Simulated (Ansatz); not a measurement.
Ideal-gas functions of CH4GeO, SMILES `O=[CH][GeH3]` at 400 K and 1 bar, from an Ansatz frequency run at PBE0-D4/def2-TZVP.

Molar mass 104.65 g/mol, point group Cs (symmetry number 1), electronic degeneracy 1, moments of inertia 13.278, 136.049, 143.043 u Å². Harmonic wavenumbers (cm⁻¹, unscaled): 68, 265, 434, 457, 678, 798, 850, 877, 910, 1381, 1797, 2148, 2155, 2188, 2832.

Use S(trans) = R[1.5 ln M + 2.5 ln T − 1.1517]; rotational temperatures θ = 24.2544 K / I; S(rot) = R[ln(√π/σ · √(T³/θAθBθC)) + 1.5]; for each mode x = 1.438777 ν̃/T, S = R[x/(eˣ − 1) − ln(1 − e⁻ˣ)] and H = RT x/(eˣ − 1); 1 cm⁻¹ = 0.0119627 kJ/mol; R = 8.31446 J/(mol·K).

By hand: the entropy, in J/(mol·K).

Translation 173.0. Rotation: θ = 1.8267, 0.1783, 0.1696 K, giving 104.0. Vibration, mode by mode: 20.04, 9.02, 5.41, 5.06, 2.70, 1.92, 1.65, 1.53, 1.39, 0.35, 0.10, 0.03, 0.03, 0.03, 0.00, in all 49.3. Electronic 0.0. Sum 326.3 J/(mol·K).

By hand: H − E and G − E in kJ/mol, counted from the electronic energy.

Zero-point energy ½ × 17838 × 0.0119627 = 106.7; thermal vibration 10.5; translation, rotation and pV give 4 RT = 13.3. H − E = 130.5 kJ/mol, and G − E = 130.5 − 400 × 326.3/1000 = 0.0 kJ/mol.

Vibration gives 15 % of the entropy, 20.0 J/(mol·K) of it from the mode under 150 cm⁻¹: soft modes count most, and the harmonic formula is weakest for them.
